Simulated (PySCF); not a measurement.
# Dipole moment and polarisability of `CC(=O)/P=C(\C)F`

Compound: C4H6FOP.
SMILES with atom numbers: `[CH3:1][C:2](=[O:3])/[P:4]=[C:5](\[CH3:6])[F:7]` (hydrogens: H8, H9, H10 on C1; H11, H12, H13 on C6)

Cartesian coordinates in Å at the GFN2-xTB level; atoms count from 1:
```xyz
13
C4H6FOP angstrom
C      2.5150    0.1889   -0.2130
C      1.0496   -0.1268   -0.1497
O      0.5852   -1.0852    0.4124
P      0.0300    1.1437   -1.0623
C     -1.5376    0.6098   -0.7220
C     -2.0885   -0.5200    0.0629
F     -2.5029    1.3798   -1.2756
H      3.0964   -0.5647    0.3126
H      2.6883    1.1700    0.2278
H      2.8230    0.2396   -1.2566
H     -3.1727   -0.4364    0.1006
H     -1.6791   -0.5252    1.0723
H     -1.8111   -1.4731   -0.3883
```

Level: B3LYP/def2-SVPD (PySCF), static field, nuclei fixed, core orbitals frozen in the response. The polarisability tensor in these axes (au):

```
x   108.45   1.28   1.29
y     1.28  73.21 -12.04
z     1.29 -12.04  63.39
```

Task: What are the eigenvalues, a third of the trace, and Δα (Δα² = ½Σ(αi − αj)² over the three pairs)?

Result: Principal values 55.23, 81.30 and 108.52 au; mean 81.68 au = 12.10 Å³ = 13.47 × 10⁻⁴⁰ C²·m²/J; Δα = 46.15 au (56 % of the mean).

Task: What is the dipole moment, and where does it point?

Result: (0.87, -0.17, 0.35) D, 0.96 D in size, pointing from the negative to the positive side. Measured along this direction, the outermost atoms are F7 at the negative end and H8 at the positive end.

Task: Sum over states: ᾱ = Σ f/ω², ω in Eh. What share falls to these 8 lowest TDDFT singlets (eV, f)? 3.00, 0.0005; 4.48, 0.1580; 4.84, 0.0031; 5.11, 0.0015; 5.94, 0.0957; 6.21, 0.0453; 6.27, 0.0022; 6.58, 0.0238.

Result: They add up to 9.35 au, 11.4 % of the 81.68 au; the largest single term is 5.84 au, from the state at 4.48 eV. Terms in order: 0.04, 5.84, 0.10, 0.04, 2.01, 0.87, 0.04, 0.41 au. Higher excitations give the rest. The strengths listed sum to 0.330.

Task: Find the Langevin capture rate constant for O2+ (31.990 u) meeting this molecule (120.014 u), k = 2.342 × 10⁻⁹ cm³/s × √(α in Å³ / reduced mass in u).

Result: The reduced mass is 25.26 u, so k = 1.62 × 10⁻⁹ cm³/s. The formula leaves out the permanent dipole, which adds to the capture rate.

Task: Directions of the eigenvectors, and the extent of the frame along each?

Result: Largest value along (1.00, 0.03, 0.02), where the nuclei span 6.27 Å; middle along (-0.01, 0.83, -0.56), 3.03 Å; least along (-0.03, 0.56, 0.83), 1.83 Å. The response follows the extents in order.

Task: Give the eigenvalues of the traceless quadrupole moment Θ = ½Σq(3rr − r²1), origin at the centre of nuclear charge.

Result: -12.45, 1.62, 10.82 D·Å. The values depend on the origin, since the dipole doesn't vanish. The electronic extent ⟨r²⟩ about the same centre is 1016 bohr², a root-mean-square distance of 2.14 Å for the 62 electrons.

Task: What would n − 1 = 2πNα be for an ideal gas of these molecules at 500 K and 1 atm, electronic part alone?

Result: N = p/kT = 1.4678 × 10¹⁹ cm⁻³, so n − 1 = 2π × N × 12.10 × 10⁻²⁴ cm³ = 1116 × 10⁻⁶ at long wavelengths, for an ideal gas.

One conformer (not necessarily the lowest) at the GFN2-xTB geometry, without solvent, vibrations or thermal averaging.
